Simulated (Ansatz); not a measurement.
A nudged elastic band was laid between two geometries of Cl3HSn + H4Si (10 atoms, charge 0, multiplicity 1).

Computed with RHF/def2-SVP in Ansatz 0.2.0.

| Item | Value |
| --- | --- |
| movable images | 9 |
| climbing image | yes |
| spring | 5.0 eV/Å² |
| optimiser | quadratic models (default) |
| start path | through a guess of the saddle point |
| force threshold | 0.05 eV/Å |
| iteration limit | 60 |
| end points | relaxed |

First end point:

```xyz
10
Properties=species:S:1:pos:R:3
Sn -0.530 -0.860 -0.213
Cl -0.776 -1.240 2.068
Cl 1.749 -0.767 -0.675
Cl -1.430 1.232 -0.685
H -1.279 -2.060 -1.131
Si 2.015 3.107 1.483
H 3.413 3.005 1.963
H 2.001 3.131 0.003
H 1.407 4.355 2.004
H 1.242 1.944 1.974
```

Last end point:

```xyz
10
Properties=species:S:1:pos:R:3
Sn 0.307 0.421 -0.595
Cl 0.076 0.121 3.561
Cl 1.862 -0.569 -2.072
Cl -1.326 1.427 -1.974
H -0.474 -0.867 0.182
Si 1.533 2.312 0.677
H 2.594 1.719 1.518
H 2.119 3.216 -0.334
H 0.557 3.039 1.516
H 0.562 1.027 4.311
```

Which bonds break or form, and what moves?

Bonds broken: Sn1–Cl2, Si6–H10. Bonds formed: Sn1–Si6, Cl2–H10. Cl3HSn + H4Si becomes Cl2H4SiSn + ClH.

What energy profile does the band end with?

The forces met the threshold. The highest image is number 5 of 0 to 10, 3.28 eV above the first end and 2.66 eV above the last; the last end lies 0.62 eV above the first. Neighbouring images differ by up to 1.7 eV, so the band resolves the path poorly. A vibrational analysis at the climbing image gives one clearly imaginary mode, 1538i cm⁻¹, and a faint second one (31i cm⁻¹) that may be numerical noise or a soft torsion: probably a first-order saddle point. The orbitals stay closed-shell, which can raise the energy where a bond breaks towards radicals; this wasn't checked here.

```
image  path coordinate (Å)  energy (eV)  Sn1–Cl2 (Å)  Si6–H10 (Å)  Sn1–Si6 (Å)
    0                 0.00         0.00         2.33         1.48         5.01
    1                 0.79         0.02         2.32         1.48         4.61
    2                 1.59         0.15         2.33         1.47         4.17
    3                 2.38         0.54         2.35         1.46         3.68
    4                 3.18         1.55         2.49         1.49         3.21
    5                 3.97         3.28         2.91         1.79         2.89
    6                 4.67         1.82         3.23         2.24         2.69
    7                 5.38         1.09         3.65         2.59         2.61
    8                 6.08         0.79         3.89         2.94         2.59
    9                 6.78         0.66         3.97         3.38         2.59
   10                 7.48         0.62         4.17         3.98         2.59
```

What is the geometry of the highest image?


```xyz
10
Properties=species:S:1:pos:R:3:forces:R:3
Sn 0.145 0.181 -0.056 -0.01 0.00 0.01
Cl -0.059 -0.081 2.832 -0.01 0.00 0.01
Cl 2.125 -0.277 -1.243 0.01 0.00 0.00
Cl -1.162 1.765 -1.201 0.00 0.00 0.00
H -0.729 -1.247 -0.005 0.00 0.00 0.00
Si 1.556 2.389 1.170 0.00 0.00 0.01
H 2.777 1.991 1.889 0.00 -0.01 0.00
H 1.836 2.866 -0.192 0.00 0.00 -0.01
H 0.701 3.317 1.926 0.00 0.00 0.00
H 0.623 0.944 1.671 0.00 0.00 -0.01
```

Time of the run: 5.2 min on 2 threads of Intel(R) Xeon(R) Platinum 8488C (Sapphire Rapids), with other jobs on the host, peak memory 0.37 GiB.
